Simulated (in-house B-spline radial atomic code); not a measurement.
Successive ionisation energies of samarium; each step leads to the configuration of the next row (after the last: bare). NIST's values go from ground level to ground level; the uncertainty of those that are theory runs from under 0.1 % in few-electron ions to several per cent in heavy many-electron ones. Computed with a radial B-spline atomic code at the basis-set limit: non-relativistic Hartree-Fock, average of the configuration, point nuclei.

This level leaves out relativity, spin-orbit splitting included, which matters for heavy ions.

```tsv
ion	configuration	ionisation energy (eV)	tabulated value (eV)	tabulated kind	computed minus tabulated (eV)	highest orbital	largest mean radius (bohr)
Sm55+	[He] 2s2 2p3	11251.7	11337	tabulated theory	-85	2p	0.10068
Sm56+	[He] 2s2 2p2	11530.3	12264	tabulated theory	-734	2p	0.10019
Sm57+	[He] 2s2 2p1	11811.7	12588	tabulated theory	-776	2p	0.099694
Sm58+	[He] 2s2	?	?	tabulated theory	?	?	?
Sm59+	[He] 2s1	12410.6	13262.85	tabulated theory	-852	2s	0.098756
Sm60+	1s2	?	?	tabulated theory	?	?	?
Sm61+	1s1	52300.3	55214.3	tabulated theory	-2914	1s	0.024194
```

(1) Fill in the row of Sm58+.

(2) Fill in the row of Sm60+.

(3) Where is the largest jump?

Results:

(1) ionisation energy (eV): 12162.5; tabulated value (eV): 12992; computed minus tabulated (eV): -829; highest orbital: 2s; largest mean radius (bohr): 0.099207.

(2) ionisation energy (eV): 51248.9; tabulated value (eV): 53986.12; computed minus tabulated (eV): -2737; highest orbital: 1s; largest mean radius (bohr): 0.024341.

(3) From Sm59+ to Sm60+, by a factor of 4.13 (12411 to 51249 eV); the highest orbital goes from 2s to 1s.
